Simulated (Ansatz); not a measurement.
Consider the atomization: `O=COC(F)[SiH3]` → 2 C• + F• + 5 H• + 2 O• + Si•.

Isolated molecules relaxed with PBE0-D4/def2-TZVP in Ansatz; ΔE leaves out vibrations. CBS: MP2 limit from def2 TZ/QZ plus the TZ coupled-cluster correction, frozen cores. This one scheme is used for every species, atoms too. Functionals use def2-TZVPP. B3LYP here is the variant with VWN-RPA as its local correlation; programs differ in this. Open shells (•) are unrestricted, without spin–orbit coupling. Spin–orbit coupling would lower the free atoms: a little for C, F, O, Si. Each species was taken in one conformer, which may not be the lowest.

`O=COC(F)[SiH3]`:

```xyz
11

O     1.946   -1.768   -0.602
C     1.941   -0.926    0.239
O     0.988    0.016    0.415
C    -0.073    0.028   -0.517
F     0.303    0.816   -1.581
Si   -1.615    0.773    0.332
H     2.710   -0.793    1.012
H    -0.220   -0.984   -0.905
H    -2.701    0.840   -0.675
H    -1.277    2.124    0.837
H    -2.003   -0.126    1.447
```

```csv
level,ΔE (kcal/mol),difference from CCSD(T)/CBS
PBE-D4,1030.9,31.0
r2SCAN-D4,1004.9,5.0
PBE0-D4,999.6,-0.3
B3LYP-D4,998.4,-1.5
ωB97X-V,1005.6,5.7
B2PLYP,989.3,-10.6
PBE,1025.8,25.9
r2SCAN,1003.7,3.8
B3LYP,990.4,-9.5
HF/def2-TZVPP,693.3,-306.6
MP2/def2-TZVPP,998.0,-1.9
CCSD(T)/def2-TZVPP,971.6,-28.3
HF/def2-QZVPP,694.9,-305.0
MP2/def2-QZVPP,1014.8,14.9
HF/CBS(def2),695.1,-304.8
MP2/CBS(def2),1026.3,26.4
CCSD(T)/CBS,999.9,0
```

Largest T1 diagnostic among the species: 0.015.

In def2-TZVPP, CCSD(T) changes the Hartree–Fock value by +278.3 kcal/mol (the triples alone add +19.2 kcal/mol) and MP2 by +304.7 kcal/mol; breaking electron pairs costs correlation energy, which Hartree–Fock lacks. From PBE to PBE0 (25 % exact exchange), in def2-TZVPP and without D4, ΔE moves by −30.5 kcal/mol: exact exchange takes away binding that semilocal exchange gives to molecules. The D4 term adds +8.0 kcal/mol with B3LYP and +4.2 kcal/mol with PBE0; it sums over pairs of atoms, weighted by their polarisabilities, and B3LYP, whose exchange is more repulsive, gets the larger term.

For atomizations the MP2-based limit and the directly extrapolated one differ by several kJ/mol either way, and by 10 to 25 for some Ge, Se and Sn compounds, so smaller differences from it don't rank the levels.
